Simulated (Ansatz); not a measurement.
C$_{2}$H$_{7}$AlO, SMILES `CO[CH2][AlH2]`, relaxed with RKS PBE-D4/def2-SVP in the Gaussian-basis code of Ansatz from a rough embedded geometry. The force threshold is 0.03 eV/Å; the program also tests the step.

Charge 0, multiplicity 1.

Start:

```xyz
11

C    -0.698   -1.365   -0.962
O     0.335   -0.697   -0.358
C    -0.194    0.426    0.292
Al    1.339    1.495    1.026
H    -1.217   -0.831   -1.726
H    -0.295   -2.340   -1.449
H    -1.437   -1.763   -0.205
H    -0.667    1.125   -0.509
H    -0.935    0.183    1.060
H     2.784    0.938    0.954
H     0.986    2.830    1.878
```

| step | energy (eV) | largest force (eV/Å) | largest move (Å) |
| --- | --- | --- | --- |
| 1 | -10816.2547 | 2.771 | 0.000 |
| 2 | -10816.5116 | 1.080 | 0.093 |
| 3 | -10816.5438 | 0.207 | 0.036 |
| 4 | -10816.5460 | 0.076 | 0.038 |
| 5 | -10816.5464 | 0.018 | 0.013 |

End:

```xyz
11

C    -0.716   -1.448   -0.976
O     0.309   -0.699   -0.370
C    -0.160    0.475    0.269
Al    1.347    1.478    1.083
H    -1.251   -0.865   -1.767
H    -0.256   -2.341   -1.445
H    -1.483   -1.787   -0.236
H    -0.714    1.144   -0.447
H    -0.930    0.239    1.056
H     2.860    0.969    0.968
H     0.993    2.834    1.865
```

Hardware: 2 threads of an Arm Neoverse V1 on a shared host. Wall time 9.5 s, peak host memory 0.13 GiB.
